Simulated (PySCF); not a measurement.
C₃H₂F₃, SMILES F/C=C/[C](F)F, multiplicity 2.

The structure is a stationary point at r2SCAN-D4/def2-SVP. The isomer is the one that the SMILES or the coordinates give; other isomers of the formula were not compared. The values are those of a single conformer.

Level of theory: M06-2X/def2-TZVP (PySCF).

```
Item                                                                                                             Value
---------------------------------------------------------------------------------------------  -----------------------
total energy                                                                                        -414.99297 hartree
point group                                                                                                         Cs
α spin, highest occupied and lowest empty level                                                      -6.59 and 1.68 eV
β spin, highest occupied and lowest empty level                                                     -9.82 and -0.98 eV
dipole moment                                                                                                   0.07 D
quadrupole, principal values (traceless, Buckingham form, about the centre of nuclear charge)    -6.42, 1.18, 5.24 D·Å
mean static polarisability                                                                        39.3 bohr³ (5.82 Å³)
polarisability, principal values                                                                25.0, 35.0, 57.8 bohr³
⟨S²⟩                                                                                           0.782 (pure state 0.75)
```
